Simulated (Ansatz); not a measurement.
Species: sum formula AlNO$_{2}$H$_{4}$, charge 0, multiplicity 1. 
Coordinates optimised at B3LYP-D3(BJ)/def2-TZVP (Ansatz, an electronic-structure program):
```
Al
O 1 1.6957
H 2 0.9575 1 122.75
O 1 1.6989 2 118.86 3 0.00
H 4 0.9568 1 125.27 2 180.00
N 1 1.7629 2 117.55 3 180.00
H 6 1.0063 1 125.88 2 180.00
H 6 1.0075 7 110.53 1 180.00
```
Charge 0, spin multiplicity 1.

Parts of the frozen-core correlation energy in aug-cc-pV(T+d)Z (Ansatz, hartree). Frozen orbitals: 8; correlated occupied orbitals by spin: 12 and 12; virtual: 265 and 265. No spin-orbit coupling. No relativistic terms.

| term | value |
|---|---|
| reference (HF) | -448.69269 |
| MP2 opposite-spin | -0.59982 |
| MP2 same-spin | -0.19811 |
| CCSD correlation | -0.80842 |
| (T) | -0.03008 |
| T1 diagnostic | 0.012 |
| largest doubles amplitude | 0.021 |
